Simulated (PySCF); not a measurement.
Compound: C7H13P.
Atom-mapped SMILES: `[CH3:1][C:2]1=[C:3]([CH3:4])[CH2:5][P:6]([CH3:7])[CH2:8]1` (hydrogens: H9, H10, H11 on C1; H12, H13, H14 on C4; H15, H16 on C5; H17, H18, H19 on C7; H20, H21 on C8)

The same species was optimised twice, with GFN2-xTB and with PBE0-D3(BJ)/def2-SVP (PySCF), and the same property calculations (PySCF, gas phase) were run on both structures.

```
  coordinate  GFN2-xTB  PBE0-D3(BJ)/def2-SVP  change
   C2=C3 (Å)     1.329                 1.348  +0.019
   P6–C8 (Å)     1.864                 1.869  +0.005
   C5–P6 (Å)     1.864                 1.868  +0.004
   C3–C5 (Å)     1.506                 1.508  +0.002
   C2–C8 (Å)     1.506                 1.508  +0.002
   C1–C2 (Å)     1.495                 1.494  -0.001
   C3–C4 (Å)     1.495                 1.495   0.000
   P6–C7 (Å)     1.854                 1.854   0.000
C1–C2–C8 (°)     116.2                 117.5    +1.3
C4–C3–C5 (°)     116.2                 117.5    +1.3
C1–C2–C3 (°)     128.0                 126.8    -1.2
C2–C3–C4 (°)     128.0                 126.8    -1.2
C5–P6–C7 (°)      97.3                  98.1    +0.8
C7–P6–C8 (°)      97.2                  98.0    +0.8
C5–P6–C8 (°)      90.1                  90.4    +0.3
C2–C8–P6 (°)     107.2                 107.4    +0.2
```

Rotational constants: A = 2461, B = 1390, C = 1095 MHz (GFN2-xTB) against A = 2473, B = 1362, C = 1075 MHz (PBE0-D3(BJ)/def2-SVP). Point groups within 0.08 Å: Cs and Cs.

On the GFN2-xTB structure: HOMO (eV) -6.46 [PBE0/pcSseg-1]; LUMO (eV) 0.71 [PBE0/pcSseg-1]; dipole (D) 1.61 [PBE0/pcSseg-1]; GIAO shielding of C1/C4 (mean) (ppm) 167.6 [PBE0/pcSseg-1]; GIAO shielding of C2/C3 (mean) (ppm) 50.7 [PBE0/pcSseg-1]; GIAO shielding of C5/C8 (mean) (ppm) 141.8 [PBE0/pcSseg-1]; GIAO shielding of P6 (ppm) 379.0 [PBE0/pcSseg-1]; GIAO shielding of C7 (ppm) 172.2 [PBE0/pcSseg-1].

Problem. What do these properties become on the PBE0-D3(BJ)/def2-SVP structure?

Solution. 
```tsv
property	level	on GFN2-xTB	on PBE0-D3(BJ)/def2-SVP	change
HOMO (eV)	PBE0/pcSseg-1	-6.46	-6.46	0.00
LUMO (eV)	PBE0/pcSseg-1	0.71	0.59	-0.12
dipole (D)	PBE0/pcSseg-1	1.61	1.59	-0.02
energy, GFN2-xTB geometry as zero (kcal/mol)	PBE0/pcSseg-1	0.0	-0.6	-0.6
GIAO shielding of C1/C4 (mean) (ppm)	PBE0/pcSseg-1	167.6	165.6	-2.0
GIAO shielding of C2/C3 (mean) (ppm)	PBE0/pcSseg-1	50.7	46.9	-3.8
GIAO shielding of C5/C8 (mean) (ppm)	PBE0/pcSseg-1	141.8	141.3	-0.5
GIAO shielding of P6 (ppm)	PBE0/pcSseg-1	379.0	376.0	-3.0
GIAO shielding of C7 (ppm)	PBE0/pcSseg-1	172.2	169.6	-2.6
```

The heavy atoms differ by 0.030 Å rms after alignment. Among bonds between heavy atoms C2=C3 changes most (+0.019 Å). Changes are differences of the printed values. Neither structure is proved a minimum here.
